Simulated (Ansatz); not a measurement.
Species: C₃H₈BO, net charge 0, doublet state. SMILES: [CH2]OB(C)C
Coordinates optimised at B3LYP-D3(BJ)/def2-TZVP (Ansatz, a quantum-chemistry and plane-wave program):
```xyz
13

C      1.9857     0.1765     0.0518
O      0.8674    -0.5453    -0.1655
B     -0.4275    -0.0863    -0.0258
C     -1.5601    -1.1231    -0.3382
C     -0.7119     1.3954     0.4223
H      1.9189     1.2076     0.3635
H      2.9167    -0.3421    -0.1056
H     -1.1821    -2.1020    -0.6344
H     -2.2127    -0.7472    -1.1341
H     -2.2114    -1.2512     0.5335
H     -1.7781     1.6125     0.4887
H     -0.2681     2.1148    -0.2746
H     -0.2668     1.6086     1.4003
```
Charge 0, spin multiplicity 2.

Wanted: atomisation energy, in kcal/mol. Set-up: six Cartesian d functions in 6-31G* and its kin unless marked 5d; LANL2DZ all-electron up to Ne; 6-311+G** with 5d; no spin-orbit coupling; open shells spin-unrestricted; non-relativistic; frozen cores in correlated levels; no dispersion term unless named; atomisation electronic, to ground-state atoms. Basis-set limits of correlation are two-point, X^-3; Hartree-Fock from the larger set. Ab initio and DFT rows: single points at B3LYP-D3(BJ) geometries (Ansatz).

Coupled cluster (Ansatz) is a level with limits of its own, used here on species with T1 under 0.025 (0.045 for open shells) and stable references: CCSD(T)/CBS(cc-pVTZ,cc-pVQZ).

Value to compare with, CCSD(T)/CBS(cc-pVTZ,cc-pVQZ) (Ansatz): 1221.7 kcal/mol.

```csv
level,program,atomisation energy (kcal/mol),difference
B3LYP/STO-3G,Ansatz,1462.5,240.8
B3LYP/3-21G,Ansatz,1212.9,-8.8
B3LYP/LANL2DZ,Ansatz,1186.3,-35.4
B3LYP/6-31G,Ansatz,1195.9,-25.8
B3LYP/6-31G*,Ansatz,1224.5,2.8
B3LYP/6-31+G*,Ansatz,1213.9,-7.8
B3LYP/6-31G**,Ansatz,1232.6,10.9
B3LYP/def2-SVP,Ansatz,1231.7,10.0
B3LYP/cc-pVDZ,Ansatz,1205.8,-15.9
B3LYP/6-311+G**,Ansatz,1215.2,-6.5
B3LYP/def2-TZVPD,Ansatz,1221.3,-0.4
```

Among the 10 habitual levels, B3LYP/STO-3G lies farthest from CCSD(T)/CBS(cc-pVTZ,cc-pVQZ) (Ansatz) (240.8 kcal/mol) and B3LYP/6-31G* nearest (2.8); 4 of 10 lie above it, and their mean absolute difference is 36.5 kcal/mol, the median 10.4. One case shows no general order.

The sets are all those run for this method; left out are runs that failed, that the program found above a lower state of the same kind, or whose <S^2> lies over 0.5 above the pure value.
